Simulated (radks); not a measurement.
Q: Coherent X-ray form factor from a spherical all-electron density. Calculated with a radial shooting solver on a logarithmic mesh with Libxc functionals: non-relativistic Kohn-Sham, LDA (Slater exchange, Perdew-Zunger correlation), spin-polarised, spherical densities, point nucleus.

| sin(theta)/lambda (1/angstrom) | f0 (electrons) |
|---|---|
| 0.05 | 18.763 |
| 0.1 | 18.088 |
| 0.15 | 17.065 |
| 0.2 | 15.822 |
| 0.25 | 14.485 |
| 0.3 | 13.164 |
| 0.4 | 10.851 |
| 0.5 | 9.149 |
| 0.6 | 8.000 |
| 0.8 | 6.650 |
| 1 | 5.716 |
| 1.25 | 4.620 |
| 1.5 | 3.629 |
| 2 | 2.272 |

The species is in the configuration that NIST lists as its ground one. Which atom or ion scatters so?

A: The titanium ion Ti3+, [Ar] 3d1. Extrapolating in s^2 from the first two rows gives f0(0) = 19.0, near the electron count 19; among species with that count, the fall with angle is slower the higher Z, and the table is that of Z = 22; from so few rows the species is fixed only to a neighbour or two.
